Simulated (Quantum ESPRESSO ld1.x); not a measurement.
Values are calculated unless marked as measured or tabulated.
Q: The mean radii <r> (bohr) of the occupied orbitals of an atom or ion are listed with their occupations. Level of theory: Dirac Kohn-Sham, BLYP, spin-unpolarised, spherical densities, point nucleus (ld1.x of Quantum ESPRESSO 7.5).

| orbital | occ. | <r> |
|---|---|---|
| 1s1/2 | 2 | 0.01578 |
| 2s1/2 | 2 | 0.06575 |
| 2p1/2 | 2 | 0.05388 |
| 2p3/2 | 4 | 0.06293 |
| 3s1/2 | 2 | 0.1710 |
| 3p1/2 | 2 | 0.1615 |
| 3p3/2 | 4 | 0.1780 |
| 3d3/2 | 4 | 0.1545 |
| 3d5/2 | 6 | 0.1595 |
| 4s1/2 | 2 | 0.3769 |
| 4p1/2 | 2 | 0.3777 |
| 4p3/2 | 4 | 0.4125 |
| 4d3/2 | 4 | 0.4161 |
| 4d5/2 | 6 | 0.4272 |
| 5s1/2 | 2 | 0.8311 |
| 4f5/2 | 6 | 0.4380 |
| 4f7/2 | 8 | 0.4442 |
| 5p1/2 | 2 | 0.8847 |
| 5p3/2 | 4 | 0.9740 |
| 5d3/2 | 4 | 1.198 |
| 5d5/2 | 6 | 1.238 |
| 6s1/2 | 2 | 2.022 |

Name the element and its charge. Open shells, if any, are shared by 2j + 1.

A: Z = 83, bismuth, charge +3: Bi3+ in [Hg]. The 1s radius gives Z: for a bare nucleus <r> = (2 gamma + 1)/(2Z) with gamma = sqrt(1 - (Z/c)^2), 0.01561 bohr for Z = 83, and screening makes it slightly larger (0.01578 here). The occupations add up to 80, and the charge is Z minus that.
